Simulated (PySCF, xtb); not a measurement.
Ti(OMe)(H)3 (CH6OTi), SMILES C[O][TiH3], multiplicity 1.

Harmonic wavenumbers (cm⁻¹) from GFN2-xTB (xtb) at its own minimum, in rising order: 26, 114, 114, 470, 470, 489, 693, 788, 788, 1126, 1126, 1162, 1330, 1331, 1350, 1394, 1449, 1449, 2873, 2875, 2890.

Task: What does PBE-D3(BJ)/def2-SVP in PySCF 2.14.0 give at its own minimum? (Estimate from the structure and the level; the computed values follow.)

Result: 41, 108, 108, 441, 441, 515, 625, 625, 691, 1117, 1117, 1214, 1406, 1406, 1412, 1633, 1633, 1666, 2947, 3044, 3044. Paired by order, the mean absolute difference is 84 cm⁻¹ and the zero-point energies are 34.7 and 36.1 kcal/mol.
